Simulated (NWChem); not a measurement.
Species: C3H10N cation; SMILES [NH+](C)(C)C

Computed with NWChem. All runs use the structure optimised with B3LYP/6-31G* (spherical d). Level: M05-2X/def2-SVP with COSMO at NWChem's default radii, gas-phase geometry; rows give the dielectric constant. Reactions with the solvent are ignored.

For dielectric constant 11.7:

| Property | Result |
|---|---|
| electrostatic solvation energy (kcal/mol) | -56.5 |

Q: How do the values read with dielectric constant 37.5 instead?

A: 
- electrostatic solvation energy (kcal/mol): -60.2
